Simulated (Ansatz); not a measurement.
**Question.** Name a neutral molecule of C, F, O and H with LUMO energy (PBE/def2-TZVPP) between 0.15 and 0.45 eV and HOMO energy (ωB97M-V/def2-TZVPP) between -12.50 and -12.20 eV (Ansatz, PBE0-D4/def2-TZVP geometry).

**Answer.** `FCC(F)OC(F)F` (0.42 eV, -12.33 eV). Other molecules can fit too; these were computed, each in one conformer that needn't be the lowest.
